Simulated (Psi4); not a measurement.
BI3, singlet, geometry from GFN2-xTB (all electrons, no relativity). Base run: B3LYP/STO-3G (Psi4 1.11).

Geometry (Å):
```xyz
4

B      0.0000     0.0000     0.0000
I      1.9915    -0.3484    -0.5967
I     -0.7395    -0.8780     1.7680
I     -1.2520     1.2264    -1.1713
```
All else is at Psi4's defaults, with exact integrals.

Variants of this job, named by their change:

```tsv
change	basis functions	E (Eh)	outcome
base	86	-20583.15748	converged
basis = 6-311G**	-	-	input refused
basis = 3-21G	108	-20696.45474	converged
```

Totals compare only among sets that treat the same electrons; sets with core potentials leave the core out.

- basis = 6-311G**: ended with `psi4.driver.qcdb.exceptions.BasisSetNotFound: BasisSet::construct: Unable to find a basis set for atom 2 for key BASIS among:`
